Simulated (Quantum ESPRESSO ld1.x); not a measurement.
Pr34+, configuration [Ar] 3d7. Calculated with ld1.x of Quantum ESPRESSO 7.5: Dirac Kohn-Sham, relativistic LDA (MacDonald-Vosko exchange, VWN5 correlation), spin-unpolarised, spherical densities, point nucleus; open shells are shared between the two j in proportion to 2j + 1.

Radial electron density D(r) = 4 pi r^2 rho(r):

r (bohr),D(r) (e/bohr)
0.0008506,2.251
0.001056,3.245
0.001321,4.712
0.001639,6.702
0.002051,9.566
0.002545,13.33
0.003184,18.52
0.003952,24.99
0.004944,33.32
0.006136,42.79
0.007677,53.56
0.009528,63.82
0.01192,72.72
0.01479,77.87
0.01836,78.49
0.02297,74.85
0.02851,70.19
0.03567,69.28
0.04427,75.90
0.05538,88.69
0.06873,98.00
0.08599,94.35
0.1067,78.50
0.1335,63.87
0.1657,63.85
0.2073,70.37
0.2573,63.45
0.3193,40.10
0.3995,15.60
0.4958,3.656
0.6203,0.4134
0.7699,0.02297

D(r) has 3 maxima, at r = 0.0169, 0.0733, 0.214 bohr, and minima at 0.0329, 0.148 bohr, inside which lie 2.02, 11.27 electrons.
